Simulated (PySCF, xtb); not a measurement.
Si(Br)2(OH)2 (Br2H2O2Si), SMILES O[Si](Br)(Br)O.

GFN2-xTB (xtb 6.7.1) at its own geometry gives an orbital gap of 6.82 eV and a dipole moment of 6.18 D.

Coordinates come from a B3LYP-D3(BJ)/def2-SVP optimisation. This is a generated structure with no PubChem entry under its InChIKey; it may be hypothetical. One conformer was computed; it need not be the lowest.

Question: What does PBE/def2-TZVP in PySCF give? (An estimate is asked for; the answer gives what the named calculation found.)

Answer: gap 5.92 eV (levels -7.27 and -1.35 eV), dipole 1.74 D.
